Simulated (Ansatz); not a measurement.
Molecule: sum formula AlHCl₂, charge 0, multiplicity 1. SMILES: [Cl][AlH][Cl]
Coordinates optimised at B3LYP-D3(BJ)/def2-TZVP (Ansatz, a quantum-chemistry and plane-wave program):
```
Al
H 1 1.5570
Cl 1 2.0903 2 120.87
Cl 1 2.0903 2 120.87 3 180.00
```
Charge 0, spin multiplicity 1.

Property: vertical electron affinity (to the doublet state of charge -1; a negative value means that the extra electron is unbound and the number depends on the basis; each state is the SCF solution reached for its spin; for the doublet the Hartree-Fock reference is unstable and T1 is 0.074), in eV. Cores are frozen in the correlated levels unless marked. Open shells are spin-unrestricted. No spin-orbit coupling. No relativistic terms. Anions need diffuse functions: aug- sets have them; def2-D sets add few. Basis-set limits of correlation are two-point, X^-3; Hartree-Fock from the larger set. [CCSD(T)-MP2]/basis is that difference in the basis named.

| level | program | vertical electron affinity (eV) |
|---|---|---|
| HF/aug-cc-pV(D+d)Z | Ansatz | -0.56 |
| HF/aug-cc-pV(T+d)Z | Ansatz | -0.56 |
| SVWN5/def2-TZVPD | Ansatz | 0.11 |
| B3LYP/def2-TZVPD | Ansatz | -0.07 |
| wB97M-V/def2-TZVPD | Ansatz | -0.28 |
| wB97X-V/def2-TZVPD | Ansatz | -0.29 |
| wB97X/def2-TZVPD | Ansatz | -0.28 |

**Question.** Estimate the value at RI-MP2/CBS(aug-cc-pV(T+d)Z,aug-cc-pV(Q+d)Z)+[CCSD(T)-MP2]/aug-cc-pV(T+d)Z as computed with Ansatz.

**Answer.** -0.21 eV
